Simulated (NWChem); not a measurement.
Molecule: SiHIF2; SMILES F[SiH](F)I

```xyz
5

Si     0.3921    -1.3186     0.0000
F     -0.2951    -1.9811    -1.2925
F     -0.2951    -1.9811     1.2925
I     -0.0380     1.0517     0.0000
H      1.8353    -1.6207     0.0000
```
Atoms are numbered in this order, from 1.

Program: NWChem. Medium grid unless said otherwise, to which SCAN and Minnesota functionals are sensitive. Coordinates come from a PBE0/def2-SVP optimisation. def2 effective core potentials on I; no spin-orbit coupling. B3LYP is NWChem's, with the RPA form of VWN correlation. Total energies of different functionals are on different scales.

```csv
level,energy (Ha),highest occupied level (eV),orbital gap (eV),dipole (D)
B3LYP/def2-SVP,-787.4948,-7.98,7.34,1.31
PBE/def2-SVP,-787.0307,-7.06,5.77,1.17
PW6B95/def2-SVP,-788.0348,-8.31,7.92,1.36
MN15/def2-SVP,-786.3575,-8.77,8.94,1.24
revPBE/def2-SVP,-787.2892,-7.02,[?],1.15
TPSSh/def2-SVP,-787.3001,-7.68,6.87,1.24
TPSS/def2-SVP,-787.3047,-7.20,6.06,1.17
PW91/def2-SVP,-787.4071,-7.10,5.75,1.18
```

Question: What belongs in the gaps?

Answer: 
- revPBE/def2-SVP, orbital gap (eV): 5.81
